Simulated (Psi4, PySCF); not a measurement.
C2H10AlGeN (SMILES C[N](C)[AlH][GeH3]), singlet, geometry from GFN2-xTB (such geometries of metal compounds can be far from the true shape), atoms displaced at random by about 0.08 Å a coordinate. Base run: PBE/STO-3G, gradient run with PySCF.

Here is a job for PySCF.
```python
from pyscf import gto, scf, dft

mol = gto.M(
    atom='''
Al   -0.83648342    0.13489511   -0.54863239
Ge    1.28353704   -0.89557904   -0.69632875
H     1.68454914   -1.84639497   -2.00930869
H     2.64965934   -0.10127347   -0.63449449
H     1.62014722   -2.12092772    0.24041865
H    -1.88090780    0.19591588   -1.63751049
N    -1.20753121    0.99608972    0.93037790
C    -2.59035930    1.91851975    1.01664253
C    -0.48378388    1.14767780    2.21569462
H    -3.06793321    1.44338201    1.93416468
H    -2.46091923    2.71409997    1.32156269
H    -3.02750706    1.82224620    0.06010367
H    -0.02501996    2.13092804    2.27953626
H    -0.87151636    0.77923612    2.96451405
H     0.48245444    0.57350242    1.85943129
''',
    basis='sto-3g',
    verbose=3,
)

mf = dft.RKS(mol)
mf.xc = 'pbe'
mf.kernel()
g = mf.nuc_grad_method()
grad = g.kernel()
```

Programs used: Psi4, PySCF; a row that names a program was run with it.

The coordinate followed is z of atom 1.

Variants of this job, named by their change:

```
change                                                  dE/dx (Eh/bohr)  net force (Eh/bohr)
------------------------------------------------------  ---------------  -------------------
base                                                           0.001071             0.000104
grids.level = 5; grid_response = off                           0.001075             0.000017
finite difference step (bohr) = 0.05; conv_tol = 1e-11         0.001126                    -
finite difference step (bohr) = 1e-3; conv_tol = 1e-11         0.000999                    -
finite difference step (bohr) = 1e-4; conv_tol = 1e-11         0.000999                    -
finite difference step (bohr) = 0.2; conv_tol = 1e-11          0.003042                    -
grids.level = 5; grid_response = on                            0.001064             0.000000
conv_tol = 1e-4                                                0.001188             0.000104
grids.level = 1; grid_response = on                            0.001212             0.000000
finite difference step (bohr) = 0.01; conv_tol = 1e-11         0.001004                    -
grids.level = 0; grid_response = on                            0.006080             0.000000
code = psi4                                                    0.001028             0.000223
```

The net force is zero for an exact gradient.
